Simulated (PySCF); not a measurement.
`[SiH3]NN=C1CCCCC1`, C6H14N2Si

Geometry:
```tsv
atom	x (Å)	y (Å)	z (Å)
Si1	3.954	0.379	0.532
N2	2.390	0.235	-0.193
N3	1.380	-0.308	0.515
C4	0.207	-0.475	0.066
C5	-0.797	-1.096	0.994
C6	-2.019	-0.187	1.141
C7	-2.613	0.130	-0.228
C8	-1.570	0.796	-1.118
C9	-0.349	-0.111	-1.289
H10	4.754	0.966	-0.545
H11	4.446	-0.943	0.921
H12	3.886	1.257	1.701
H13	2.190	0.534	-1.144
H14	-0.325	-1.271	1.961
H15	-1.116	-2.059	0.584
H16	-2.766	-0.674	1.771
H17	-1.717	0.742	1.631
H18	-2.954	-0.794	-0.700
H19	-3.477	0.789	-0.115
H20	-2.000	1.022	-2.098
H21	-1.255	1.739	-0.664
H22	0.396	0.388	-1.914
H23	-0.650	-1.030	-1.802
```

Computed, not measured: PySCF 2.14.0, GIAO PBE0/pcSseg-1 magnetisability, rotational g tensor and spin-rotation constants, non-relativistic, gas phase. Geometry: GFN2-xTB.

(1) Give the nuclear spin-rotation constants along the inertial axes (H = +C I·J) beside the isotropic shieldings.

Answers

(1) Rotational constants 3.5243, 0.6218, 0.5656 GHz. A star marks the isotopologue with that one atom substituted, in its own axes.
| atom | isotope | Caa (kHz) | Cbb (kHz) | Ccc (kHz) | mean (kHz) | σ (ppm) |
| --- | --- | --- | --- | --- | --- | --- |
| N2 | 14N | 0.321 | 0.039 | 0.035 | 0.131 | 162.9 |
| N3 | 14N | 0.964 | 0.132 | 0.034 | 0.377 | -87.6 |
| H10 | 1H | -0.187 | 0.009 | -0.054 | -0.077 | 27.1 |
| H11 | 1H | -0.261 | -0.020 | -0.011 | -0.097 | 26.8 |
| H12 | 1H | -0.307 | -0.035 | 0.010 | -0.111 | 26.8 |
| H13 | 1H | -0.311 | 0.028 | -0.068 | -0.117 | 27.1 |
| H14 | 1H | -0.269 | 0.011 | -0.064 | -0.107 | 29.3 |
| H15 | 1H | -0.316 | -0.068 | 0.011 | -0.124 | 29.6 |
| H16 | 1H | -0.154 | -0.019 | -0.061 | -0.078 | 29.8 |
| H17 | 1H | -0.335 | -0.070 | 0.009 | -0.132 | 30.3 |
| H18 | 1H | -0.291 | -0.073 | 0.004 | -0.120 | 30.4 |
| H19 | 1H | -0.091 | -0.067 | -0.028 | -0.062 | 29.9 |
| H20 | 1H | -0.277 | 0.000 | -0.060 | -0.113 | 29.9 |
| H21 | 1H | -0.334 | -0.069 | 0.006 | -0.133 | 30.5 |
| H22 | 1H | -0.163 | -0.011 | -0.064 | -0.079 | 29.1 |
| H23 | 1H | -0.316 | -0.069 | 0.002 | -0.128 | 30.3 |
| Si1 | 29Si* | -1.797 | -0.379 | -0.317 | -0.831 | 407.2 |
| C4 | 13C* | 1.328 | 0.283 | 0.101 | 0.571 | 41.1 |
| C5 | 13C* | 0.635 | 0.105 | 0.105 | 0.282 | 144.9 |
| C6 | 13C* | 0.587 | 0.101 | 0.090 | 0.260 | 154.5 |
| C7 | 13C* | 0.609 | 0.103 | 0.082 | 0.265 | 155.9 |
| C8 | 13C* | 0.583 | 0.099 | 0.089 | 0.257 | 156.1 |
| C9 | 13C* | 0.625 | 0.103 | 0.061 | 0.263 | 162.9 |

For the geometry as given, no vibrational averaging.
